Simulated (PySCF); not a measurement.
Species: C8H9NS.
SMILES: `CCC1=CSC2=C1NC=C2`

Torsions of this conformer, `[CH3:1][CH2:2][c:3]1[cH:4][s:5][c:6]2[cH:7][cH:8][nH:9][c:10]12`: C1–C2–C3–C4 109°.

The closed-shell ground state was solved at several levels (PySCF, density fitting, gas phase, non-relativistic). The structure is a single PBE0-D3(BJ)/def2-SVP conformer in the gas phase; no vibrational or solvent corrections.

```json
{"level": "PBE/pcSseg-1", "basis functions": "222", "total energy (Eh)": "-762.5132", "HOMO (eV)": "-4.80", "LUMO (eV)": "-0.88", "gap (eV)": "3.92", "dipole (D)": "2.78"}
{"level": "wB97X-D/def2-SVPD", "basis functions": "279", "total energy (Eh)": "-762.7069", "HOMO (eV)": "-7.48", "LUMO (eV)": "1.54", "gap (eV)": "9.02", "dipole (D)": "2.96"}
```

(1) What might PBE0/pcSseg-1 (222 basis functions) give for the same quantities?

(2) Over all these levels, which gives the widest orbital gap and which the narrowest?

(3) How far do the dipole and the HOMO energy spread over the levels?

Answers

(1) Total energy -762.5703 Eh, HOMO -5.76 eV, LUMO -0.07 eV, gap 5.69 eV, dipole 2.89 D.

(2) wB97X-D/def2-SVPD (range-separated hybrid) has the widest, 9.02 eV, and PBE/pcSseg-1 (GGA) the narrowest, 3.92 eV. Functional and basis both differ between the two, so the spread mixes both effects.

(3) The dipole runs from 2.78 to 2.96 D (mean 2.88 D) and the HOMO from -7.48 to -4.80 eV.

The pairwise dispersion term of wB97X-D wasn't added to the energies; at a given geometry it leaves orbitals and properties as they are.
